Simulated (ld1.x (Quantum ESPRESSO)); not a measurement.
What one change does to a pseudopotential (silicon, TM)

ld1.x (Quantum ESPRESSO) 7.5 input, shortened:

```
&input
   title='Si', zed=14., rel=0, dft='PBESOL', iswitch=3,
   config='[Ne] 3s2 3p2'
 /
 &inputp
   pseudotype=2, tm=.true., lloc=-1, rcloc=1.25,
   nlcc=.true.
 /
2
3S  1  0   2.00   0.00  1.55  1.55  0.0
3P  2  1   2.00   0.00  2.15  2.15  0.0
 &test
   configts(1)='3s2 3p2'
 /
```

Change: all radii but the core radius scaled by about 1.12 (s 1.74, p 2.42 bohr); local potential all-electron potential smoothed inside 1.40 bohr (lloc = -1).

Cutoffs: the cutoffs (Ry, on a coarse ladder) from which the occupation-weighted sum of valence levels, in a spherical-Bessel basis at the reference potential, stays within 10 and 1 mRy of its value at 400 Ry; they do not see the model core or the augmentation charge, which bear on the density cutoff. Errors are all-electron minus pseudo energies relative to the spin-unpolarised reference configuration.

Question: How do hardness, ghosts and transferability respond?

Answer: The potential gets neither clearly harder nor softer (15 Ry and 40 Ry → 15 Ry and 40 Ry); of the 7 tests that both files solve, the error grows in 0 and shrinks in 5 by more than 15 % and 0.3 meV (median size 6.3 → 3.4 meV); neither file shows a bound ghost. That the errors move this way runs against the usual rule that smaller radii transfer better.

| quantity | base | changed |
| --- | --- | --- |
| cutoff, loose | 15 Ry | 15 Ry |
| cutoff, tight | 40 Ry | 40 Ry |
| bound ghosts | none | none |
| error for 3s2 3p1, meV [ΔE 7.72 eV] | +6.3 | +3.4 |
| error for 3s2 3p0, meV [ΔE 23.70 eV] | +50 | +22 |
| error for 3s1 3p0, meV [ΔE 57.53 eV] | +184 | +72 |
| error for 3s2 3p2.3, meV [ΔE -0.93 eV] | +0.2 | +0.1 |
| error for 3s0 3p4, meV [ΔE 13.62 eV] | -5.0 | -1.0 |
| error for 3s1 3p2, meV [ΔE 15.07 eV] | +11 | +7.3 |
| error for 3s1 3p3, meV [ΔE 6.74 eV] | -0.3 | -0.1 |
